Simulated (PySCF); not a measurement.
# Tc⁻ (technetium, charge -1) across methods

[Kr] 4d6 5s2, high-spin 5D determinant. All numbers are calculated (PySCF 2.14, scalar relativity through the core potential, in aug-cc-pwCVDZ-PP with ECP28MDF).

```csv
method,E (hartree),mean ε 5s α (eV),mean ε 5s β (eV),mean ε 4d β (eV),Σ⟨r²⟩ (bohr²),⟨S²⟩
PBE,-80.4741,0.282,1.081,2.090,86.99,6.069
B3LYP,-80.4906,-0.048,0.647,1.273,86.19,6.046
MN15,-80.3084,-0.904,-0.137,0.038,85.98,6.040
BLYP,-80.4300,0.515,1.102,2.199,86.58,6.045
PBE0,-80.4469,-0.272,0.674,1.060,87.50,6.077
UHF,-79.81167,-2.043,0.161,-2.312,109.1,6.346
LDA,-80.2929,0.151,0.913,2.184,84.95,6.061
r2SCAN,-80.4898,0.017,0.944,2.135,87.86,6.142
```

(1) Estimate the same row for CAM-B3LYP.

Energies and moments cover only the electrons outside the core potential. The outer electron is barely bound at this level, so radii and moments hang on the diffuse functions.

The highest occupied level is positive at PBE, B3LYP, MN15, BLYP, PBE0, UHF, LDA, r2SCAN: only the finite basis holds that electron, at UHF too, so the state is unbound at these levels.

Answers

(1) E (hartree) = -80.4088; mean ε 5s α (eV) = -0.951; mean ε 5s β (eV) = -0.138; mean ε 4d β (eV) = -0.124; Σ⟨r²⟩ (bohr²) = 85.86; ⟨S²⟩ = 6.042.
